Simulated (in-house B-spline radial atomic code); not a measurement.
A fraction x of an electron is moved 2p → 3p in the aluminium ion Al²⁺, starting from [Ne] 3s1 and keeping the highest spin. All numbers are computed (non-relativistic BLYP, spin-polarised, spherical fractional occupations; point nucleus) with a radial B-spline atomic code at the basis-set limit, not measured.

```tsv
x	E(x) - E(0) (eV)	2p down level (eV)	3p up level (eV)
0	0.0000	-90.092	-
0.125	9.1418	-92.277	-18.298
0.25	?	?	?
0.375	?	?	?
0.5	37.8345	-98.766	-19.720
0.625	47.8205	-100.907	-20.178
0.75	58.0165	-103.036	-20.629
0.875	68.4221	-105.154	-21.074
1	79.0363	-107.261	-21.515
```

Question: What belongs in the row x = 0.25?

Answer: An energy change of 18.4948 eV; 2p down at -94.451 eV, 3p up at -18.781 eV.

Question: What belongs in the row x = 0.375?

Answer: An energy change of 28.0592 eV; 2p down at -96.614 eV, 3p up at -19.255 eV.

Question: Check Janak's theorem between x = 0.5 and 0.625.

Answer: The slope of the energy is 79.89 eV; the orbital levels give 79.89 eV (ε of the receiving orbital less ε of the emptying one, averaged over the two points).
